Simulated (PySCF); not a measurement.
# Broadened absorption spectrum of H10O2Si5

Compound: H₁₀O₂Si₅.
Z-matrix (Å and degrees, GFN2-xTB geometry), rows numbered from 1:
```
O 
Si  1  1.6399
Si  2  2.3066  1  112.72
O   2  1.6610  1  106.38  3  -110.78
Si  4  1.6332  2  139.30  1   -98.38
Si  5  2.3214  4  101.27  2    -4.60
Si  2  2.3317  1  101.87  3   144.04
H   1  0.9543  2  122.11  3    64.27
H   3  1.4723  2  116.50  1   -48.75
H   3  1.4673  2  111.91  1  -170.74
H   3  1.4688  2  110.11  1    70.98
H   5  1.4655  4  103.38  2  -127.76
H   5  1.4672  4  104.51  2   118.66
H   6  1.4742  5  112.61  4   120.52
H   6  1.4733  5  113.09  4  -122.95
H   7  1.4766  2  110.95  1  -136.73
H   7  1.4712  2  114.74  1   -19.94
```

The calculation used TDDFT CAM-B3LYP/def2-SVPD, vertical, gas phase, core orbitals frozen in the response in PySCF 2.14.0, density-fitted response routines.

Computed states:

| state | E (eV) | f |
| --- | --- | --- |
| S1 | 5.26 | 0.054 |
| S2 | 5.83 | 0.176 |
| S3 | 6.10 | 0.092 |
| S4 | 6.10 | 0.063 |
| S5 | 6.57 | 0.014 |
| S6 | 6.62 | 0.010 |
| S7 | 6.92 | 0.027 |
| S8 | 6.97 | 0.012 |

Broadening: Gaussians 0.4 eV wide at half height, area fixed by f = 4.319×10⁻⁹ ∫ε dν̃. The width is an assumption, not a result. The curve ends short of the highest state used, and states not computed would add to its high-energy end.

**Question.** Give the broadened spectrum and its maxima.

**Answer.** 
λ (nm), ε (L mol⁻¹ cm⁻¹) and a bar:
```
    194.6       3778 #######
    197.1       6291 ############
    199.6       9519 ##################
    202.0      12427 #######################
    204.5      14602 ###########################
    206.9      15742 ##############################
    209.4      15997 ##############################
    211.9      15217 #############################
    214.3      13409 #########################
    216.8      10670 ####################
    219.2       7814 ###############
    221.7       5299 ##########
    224.2       3690 #######
    226.6       3042 ######
    229.1       3048 ######
    231.6       3362 ######
    234.0       3619 #######
    236.5       3623 #######
    238.9       3321 ######
    241.4       2762 #####
    243.9       2096 ####
    246.3       1482 ###
    248.8        952 ##
    251.3        567 #
    253.7        322 #
    256.2        167 
    258.6         84 
    261.1         38 
    263.6         17 
    266.0          7
```

Maxima: 235 nm (5.27 eV), ε about 3700, made up of S1 (98%); 209 nm (5.94 eV), ε about 16000, made up of S2 (60%), S3 (24%) and S4 (16%) (ε in L mol⁻¹ cm⁻¹; maxima over ε = 5, shares over 10%).

**Question.** What would ε be at 5.94 eV, the highest of these maxima, with half the width (0.2 eV)?

**Answer.** About 12800 L mol⁻¹ cm⁻¹ against 16000, a factor of about 0.8; a lone state at its own centre would give exactly 2.

**Question.** On this curve, what absorbance would a 10⁻³ mol/L sample give at 222 nm over a 1 cm path?

**Answer.** 222 nm is 5.585 eV, where ε is about 5100 L mol⁻¹ cm⁻¹, so A = ε c l ≈ 5.1 (Beer–Lambert, with the gas-phase spectrum and the assumed width).

**Question.** Coming from long wavelengths, where does ε first pass 100 L mol⁻¹ cm⁻¹?

**Answer.** At about 258 nm (4.81 eV), 0.45 eV below S1.

Time: 53 s of wall time (with the writing of density and orbital grids); peak memory 1.1 GiB. Hardware: an Intel Xeon 6975P-C with one thread, shared host with 48 logical CPUs at a one-minute load of 11.

One conformer stands for the species.
